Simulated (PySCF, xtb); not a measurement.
dihydroxy(hydroxysilyl)silane (H6O3Si2), SMILES O[SiH2][SiH](O)O. Other conformers were not sampled.

Harmonic wavenumbers (cm⁻¹) from GFN2-xTB in xtb 6.7.1 at its own minimum, in rising order: 36, 110, 181, 194, 248, 316, 326, 336, 452, 493, 620, 672, 721, 737, 794, 813, 824, 845, 854, 878, 915, 2131, 2146, 2190, 3653, 3659, 3712.

### Question
What does PBE-D3(BJ)/def2-SVP run with PySCF give at its own minimum? (An estimate is asked for; the answer gives what the named calculation found.)

### Answer
55, 142, 156, 210, 234, 286, 335, 416, 483, 498, 680, 694, 745, 778, 789, 819, 854, 904, 926, 934, 1013, 2121, 2137, 2162, 3607, 3743, 3757. Paired by order, the mean absolute difference is 36 cm⁻¹ and the zero-point energies are 41.2 and 42.1 kcal/mol.
